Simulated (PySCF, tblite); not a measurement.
Isomers of C4H14FNSi2, one GFN2-xTB conformer each. Single-point energies are computed at PBE0/pcSseg-1 (PySCF, gas phase, no added dispersion term), electronic only.

**Question.** Rank them by PBE0/pcSseg-1 energy, lowest first (kcal/mol).
A. `[CH3:1][C@H:2]([NH2:3])[CH2:4][SiH2:5][SiH2:6][CH2:7][F:8]` with C1–C2–N3–H 62° and -56°, C1–C2–C4–Si5 -179°, C2–C4–Si5–Si6 -52°, C4–Si5–Si6–C7 95°, Si5–Si6–C7–F8 45°
B. `[CH3:1][CH2:2][Si@@H:3]([CH2:4][F:5])[CH2:6][NH:7][SiH3:8]` with C1–C2–Si3–C4 179°, C2–Si3–C4–F5 173°, C2–Si3–C6–N7 175°, Si3–C6–N7–Si8 -156°

**Answer.** B (0.0), A (7.5).

As drawn, the higher has an Si–Si bond, which the lower lacks. GFN2-xTB itself gives, in the same order: 0.0, 16.4. Both levels put the same isomer lowest.

**Question.** Which frontier levels, dipoles and rotational constants go with these structures?

**Answer.** 
| SMILES | HOMO (eV, PBE0/pcSseg-1) | LUMO (eV) | dipole (D) | A, B, C (MHz) |
| --- | --- | --- | --- | --- |
| CC[Si@@H](CF)CN[SiH3] | -6.48 | 0.52 | 2.70 | 1529, 748.9, 525.1 |
| C[C@H](N)C[SiH2][SiH2]CF | -7.22 | 0.05 | 4.09 | 1941, 782.8, 687.6 |

**Question.** What happens when harmonic zero-point energies from GFN2-xTB frequencies are added?

**Answer.** 
```
                  SMILES  ZPE (kcal/mol)  electronic (kcal/mol)  with ZPE (kcal/mol)
   CC[Si@@H](CF)CN[SiH3]           106.5                    0.0                  0.0
C[C@H](N)C[SiH2][SiH2]CF           107.7                    7.5                  8.6
```

The zero-point energies span 1.2 kcal/mol. The order is unchanged.
